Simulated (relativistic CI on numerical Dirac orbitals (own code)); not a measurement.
Sensitivity of the levels of Pr⁸⁺ to α and to the nuclear radius

Calculated at this level of theory: Dirac-Coulomb-Breit CI, separate exchange-only KLI orbitals for each configuration, derivatives by finite differences, unscaled Slater integrals, QED left out (own radial code, finite nucleus).

CI space (outside the closed core [Kr] 4d10): 4f5s²5p², 4f³5s², 5s²5p³, 4f²5s²5p, 4f5s5p³, 4f5s²5p5d, 5s5p⁴, 4f5p⁴, 5p⁵. Double excitations out of closed p, d and f shells are left out; levels of such configurations are missing from the list, as are those of other unlisted configurations, and high levels can miss mixing partners.

With x = (α/α₀)² − 1 an excitation energy changes as ω = ω₀ + qx; K = 2q/ω₀ is the relative enhancement. Terms are leading LS components, so labels can repeat. The field-shift factor is F = δν/δ⟨r²⟩ for the transition from the lowest level.

Lowest level 5s²5p³ ⁴S°3/2.

```csv
Level,ω₀ (cm⁻¹),q (cm⁻¹),F (GHz/fm²)
4f5s²5p² ⁴G°5/2,16957.0,29360,-7.24
4f5s²5p² ⁴D°7/2,23288.3,32890,-7.56
5s²5p³ ²D°3/2,25672.2,33010,-2.09
5s²5p³ ²D°5/2,32762.5,45540,-4.89
4f5s²5p² ⁴G°7/2,42209.4,63090,-9.04
4f5s²5p² ²G°7/2,45743.7,65250,-9.02
4f5s²5p² ⁴D°5/2,46272.9,57080,-7.37
4f5s²5p² ⁴G°9/2,46638.4,66470,-9.06
4f5s²5p² ⁴F°3/2,47895.7,62500,-8.81
5s²5p³ ²P°1/2,49294.1,41120,-4.43
4f5s²5p² ²D°5/2,50072.7,63930,-8.46
4f5s²5p² ²G°9/2,51872.4,65930,-9.08
4f5s²5p² ⁴G°11/2,55362.2,71310,-9.29
```

At this charge configurations can still be misplaced by up to about 7 % of their energy. Levels and lines within the n = 5 or 6 shells can be off by up to 10 % or somewhat more, and those that change n by about 2 %, since core polarisation is missing. Levels that differ in their count of f electrons can be misplaced by several ten thousand cm⁻¹, since the correlation energy of f electrons is missing or only estimated; rates across such gaps can be off by orders of magnitude. The computed lowest level isn't the tabulated ground level, which NIST ASD gives as 4f 5s2 5p2 °.

(1) Which transition from the lowest level has the largest |K|?

Results:

(1) 4f5s²5p² ⁴G°5/2 at 16957.0 cm⁻¹, K = 3.46.
